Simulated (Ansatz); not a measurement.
Two isomers of C2H5GaO: A = `[GaH2][CH]1CO1`, B = `C=C[O][GaH2]`.

Computed with Ansatz on PBE0-D4/def2-TZVP structures; ΔE is electronic, products minus reactants. CBS: MP2 limit from def2 TZ/QZ plus the TZ coupled-cluster correction, frozen cores. Functionals use def2-TZVPP. B3LYP here is the variant with VWN-RPA as its local correlation; programs differ in this. For Ga outer-core shells are correlated without core-valence functions, which leaves a few kJ/mol of doubt a bond. Scalar relativity is left out up to krypton. Each species was taken in one conformer, which may not be the lowest.

**Question.** Which isomer does CCSD(T)/CBS put lower? Give the gap. (Estimate.)

**Answer.** Ansatz gave: B, by 157.8 kJ/mol.

**Question.** Give E(B) − E(A) in kJ/mol with B2PLYP, r2SCAN-D4, B3LYP, CCSD(T)/def2-SVP, MP2/def2-TZVPP, CCSD(T)/def2-TZVPP, ωB97M-V. (Estimate.)

**Answer.** Computed: B2PLYP -165.2, r2SCAN-D4 -155.7, B3LYP -166.4, CCSD(T)/def2-SVP -164.2, MP2/def2-TZVPP -153.6, CCSD(T)/def2-TZVPP -158.3, ωB97M-V -153.9. None reverses the order clearly.

**Question.** Does the order hold for the free energy at 298.15 K (harmonic terms from PBE0-D4)? (An estimate is asked.)

**Answer.** Computed: Yes: G(B) − G(A) = -159.4 kJ/mol, for one conformer each.

Largest T1 diagnostic: 0.015.

Leaving LDA and LC-ωPBE aside and taking each functional with its dispersion term where it has one, the values, not all of them listed here, spread over 25.8 kJ/mol, from BHLYP-D4 to PBE0-D4. In def2-TZVPP, CCSD(T) changes the Hartree–Fock value by +21.1 kJ/mol (the triples alone add +0.1 kJ/mol) and MP2 by +25.8 kJ/mol.
